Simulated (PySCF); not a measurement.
# Field gradients at the hydrogen positions

C₅H₁₁PS.
Geometry (GFN2-xTB, Å), atoms numbered from 1 in this order:
```xyz
18
C5H11PS angstrom
C     -1.4074    2.5435   -1.2744
C     -1.4753    1.2392   -1.0665
P     -0.3891    0.3793    0.1212
C     -1.5176   -1.0130    0.5651
C      0.5965   -0.5312   -1.1884
S      1.6122   -1.8608   -0.4837
C      2.7235   -0.8576    0.5351
H     -2.0454    3.0478   -1.9834
H     -0.7063    3.1613   -0.7375
H     -2.1932    0.6255   -1.6018
H     -0.9369   -1.7894    1.0618
H     -2.2763   -0.6469    1.2547
H     -1.9956   -1.4304   -0.3214
H     -0.0671   -1.0070   -1.9129
H      1.2542    0.1706   -1.7062
H      3.3649   -1.5447    1.0767
H      2.1302   -0.2649    1.2275
H      3.3199   -0.2148   -0.1071
```

Level: PBE0/pcSseg-1 (PySCF, non-relativistic); Q(2H) = 0.00286 b; rigid geometry, the same for H and D, with no vibrational averaging.

Question: Rank these positions by the coupling χzz of a deuteron there, largest first.
A. H9 (vinylic hydrogen)
B. H11 (methyl hydrogen)
C. H12 (methyl hydrogen)

Answer: A (223 kHz), C (213 kHz), B (208 kHz).

Question: Give the electric field gradient Vzz (the principal value of largest size), its asymmetry and the 2H coupling at each hydrogen.

Answer: 
```
atom  bonded to  bond length (Å)  Vzz (au)     η  χzz (kHz)
  H8         C1            1.079    0.3328  0.04        224
  H9         C1            1.078    0.3324  0.04        223
 H10         C2            1.086    0.3208  0.05        216
 H11         C4            1.089    0.3101  0.02        208
 H12         C4            1.089    0.3163  0.02        213
 H13         C4            1.090    0.3129  0.01        210
 H14         C5            1.092    0.3066  0.04        206
 H15         C5            1.092    0.3051  0.02        205
 H16         C7            1.085    0.3188  0.04        214
 H17         C7            1.088    0.3060  0.04        206
 H18         C7            1.087    0.3140  0.03        211
```

Question: How does χzz go with the bond length over the 11 C–H bonds?

Answer: A straight-line fit has a slope of -12.8 kHz for each 0.01 Å, with a correlation coefficient of -0.94, over lengths from 1.078 to 1.092 Å. The longer bonds have the smaller couplings here.

Question: Give the 2H NMR doublet splittings at H12 for a magnetic field along the z, y and x axes of the gradient: 3χ/2, 3χ(1 + η)/4, 3χ(1 − η)/4.

Answer: With |χ| = 212.6 kHz and η = 0.015: 319, 162 and 157 kHz, to first order and without motion.

One conformer (not necessarily the lowest) at the GFN2-xTB geometry, without solvent, vibrations or thermal averaging. GFN2-xTB bond lengths can be off by several hundredths of an ångström, more for odd bonds, and the gradients follow them. The basis is small and wasn't made for field gradients, so the couplings can be 20 % off.
